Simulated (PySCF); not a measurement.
A run for PySCF: R-M06-2X/def2-TZVPP on BH3O3 (SMILES OB(O)O).

```python
from pyscf import gto, dft

mol = gto.M(
    atom='''
    B    -0.00003051   -0.00002434   -0.00018058
    O     1.36088901    0.04200357    0.14746952
    H     1.74218176   -0.82113127    0.33484008
    O    -0.69527221    1.14859155   -0.27036898
    H    -0.12660168    1.92192606   -0.33418282
    O    -0.66565829   -1.19064220    0.12240569
    H    -1.61560809   -1.10082338   -0.00018289
    ''',
    basis='def2-tzvpp',
    charge=0, spin=0, verbose=4, max_memory=1800)
mf = dft.RKS(mol, xc='m062x').density_fit(auxbasis='def2-universal-jkfit')
mf.grids.level = 4
mf.conv_tol = 1e-9
mf.max_cycle = 150
mf.kernel()
mf.dip_moment()
```

It printed:

```
PySCF version 2.14.0

[INPUT] verbose = 4
[INPUT] num. atoms = 7
[INPUT] num. electrons = 32
[INPUT] charge = 0
[INPUT] spin (= nelec alpha-beta = 2S) = 0
[INPUT] symmetry False subgroup None
[INPUT] Mole.unit = angstrom
[INPUT] Symbol           X                Y                Z      unit          X                Y                Z       unit  Magmom
[INPUT]  1 B     -0.000030510000  -0.000024340000  -0.000180580000 AA   -0.000057655544  -0.000045995934  -0.000341246744 Bohr   0.0
[INPUT]  2 O      1.360889010000   0.042003570000   0.147469520000 AA    2.571707514830   0.079375243554   0.278677004521 Bohr   0.0
[INPUT]  3 H      1.742181760000  -0.821131270000   0.334840080000 AA    3.292246385613  -1.551713212616   0.632756046727 Bohr   0.0
[INPUT]  4 O     -0.695272210000   1.148591550000  -0.270368980000 AA   -1.313874058921   2.170523458490  -0.510923324778 Bohr   0.0
[INPUT]  5 H     -0.126601680000   1.921926060000  -0.334182820000 AA   -0.239242502110   3.631913885064  -0.631514005335 Bohr   0.0
[INPUT]  6 O     -0.665658290000  -1.190642200000   0.122405690000 AA   -1.257911860646  -2.249987670350   0.231313230188 Bohr   0.0
[INPUT]  7 H     -1.615608090000  -1.100823380000  -0.000182890000 AA   -3.053056814732  -2.080254699718  -0.000345612011 Bohr   0.0

nuclear repulsion = 116.101658963665
number of shells = 62
number of NR pGTOs = 232
number of NR cGTOs = 166
basis = def2-tzvpp
ecp = {}


******** <class 'pyscf.df.df_jk.DFRKS'> ********
method = DFRKS
initial guess = minao
damping factor = 0
level_shift factor = 0
DIIS = <class 'pyscf.scf.diis.CDIIS'>
diis_start_cycle = 1
diis_space = 8
diis_damp = 0
SCF conv_tol = 1e-09
SCF conv_tol_grad = None
SCF max_cycles = 150
direct_scf = False
XC library pyscf.dft.libxc version 7.1.2
    S. Lehtola, C. Steigemann, M. J. T. Oliveira, and M. A. L. Marques,  SoftwareX 7, 1–5 (2018)
XC functionals = m062x
    Y. Zhao and D. G. Truhlar,  Theor. Chem. Acc. 120, 215 (2008)
    Y. Zhao and D. G. Truhlar,  Theor. Chem. Acc. 120, 215 (2008)
radial grids:
    Treutler-Ahlrichs [JCP 102, 346 (1995); DOI:10.1063/1.469408] (M4) radial grids

becke partition: Becke, JCP 88, 2547 (1988); DOI:10.1063/1.454033
pruning grids: <function nwchem_prune>
grids dens level: 4
symmetrized grids: False
atomic radii adjust function: <function treutler_atomic_radii_adjust>
small_rho_cutoff = 0
Set gradient conv threshold to 3.16228e-05
Initial guess from minao.
tot grids = 160008
******** <class 'pyscf.df.df.DF'> ********
auxbasis = def2-universal-jkfit
init E= -252.978810487538
  HOMO = -0.466546291373257  LUMO = -0.0126654657220513  gap/eV = 12.35073
cycle= 1 E= -252.381560115336  delta_E= 0.597  |g|= 0.888  |ddm|= 2.02
  HOMO = -0.300895959665312  LUMO = 0.0560724287968881  gap/eV = 9.71360
cycle= 2 E= -252.373621831802  delta_E= 0.00794  |g|= 0.97  |ddm|= 0.798
  HOMO = -0.409622900133074  LUMO = 0.0398056812391481  gap/eV = 12.22957
cycle= 3 E= -252.521391390726  delta_E= -0.148  |g|= 0.0348  |ddm|= 0.426
  HOMO = -0.408899891998223  LUMO = 0.0409777994525378  gap/eV = 12.24180
cycle= 4 E= -252.52163100317  delta_E= -0.00024  |g|= 0.00704  |ddm|= 0.0299
  HOMO = -0.408612915903533  LUMO = 0.0410423253647636  gap/eV = 12.23574
cycle= 5 E= -252.521644453584  delta_E= -1.35e-05  |g|= 0.00206  |ddm|= 0.00789
  HOMO = -0.40889580240026  LUMO = 0.0409176846082104  gap/eV = 12.24005
cycle= 6 E= -252.521645431281  delta_E= -9.78e-07  |g|= 0.000517  |ddm|= 0.0032
  HOMO = -0.408806981163346  LUMO = 0.0409360695670067  gap/eV = 12.23813
cycle= 7 E= -252.521645501879  delta_E= -7.06e-08  |g|= 5.61e-05  |ddm|= 0.000481
  HOMO = -0.408808259595561  LUMO = 0.0409352612051954  gap/eV = 12.23814
cycle= 8 E= -252.52164550364  delta_E= -1.76e-09  |g|= 8.2e-06  |ddm|= 0.000148
  HOMO = -0.408807204844196  LUMO = 0.0409353291823606  gap/eV = 12.23812
cycle= 9 E= -252.521645503662  delta_E= -2.21e-11  |g|= 7.09e-06  |ddm|= 1.18e-05
  HOMO = -0.408807870498492  LUMO = 0.0409353203873799  gap/eV = 12.23814
Extra cycle  E= -252.521645503658  delta_E= 4.55e-12  |g|= 8.92e-06  |ddm|= 6.63e-06
converged SCF energy = -252.521645503658
Dipole moment(X, Y, Z, Debye): -0.00013, -0.00009,  0.00153
```

Self-consistency was reached.

Cost: roughly 40 core-seconds.
